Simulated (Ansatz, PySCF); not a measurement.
Reaction (SMILES): BC (CH5B) -> [BH2] (BH2) + [CH3] (CH3) (the B-C bond at the site shown breaks; other sites are not compared here)
Geometries: B3LYP-D3(BJ)/def2-TZVP minima from Ansatz (a quantum-chemistry and plane-wave program).

Wanted: bond dissociation energy (electronic energy difference), in eV. Valence correlation only, unless marked. UHF or UKS for open shells. Spin-orbit coupling is left out. Non-relativistic. CBS marks a two-point X^-3 extrapolation of the correlation energy; Hartree-Fock from the larger set.

```csv
level,program,bond dissociation energy (eV)
BP86-D4/def2-TZVPD,PySCF + dftd4,___
BHLYP-D3(BJ)/def2-TZVPD,Ansatz + dftd3,4.58
TPSSh-D3(BJ)/def2-TZVPD,PySCF + dftd3,___
SCS-MP2/6-31G,Ansatz,4.32
SCS-MP2/cc-pVDZ,Ansatz,4.61
"CCSD(T)/CBS(def2-TZVPPD,def2-QZVPPD)",Ansatz,___
```

What belongs in the gaps?


- BP86-D4/def2-TZVPD, bond dissociation energy (eV): 4.73
- TPSSh-D3(BJ)/def2-TZVPD, bond dissociation energy (eV): 4.55
- CCSD(T)/CBS(def2-TZVPPD,def2-QZVPPD), bond dissociation energy (eV): 4.78
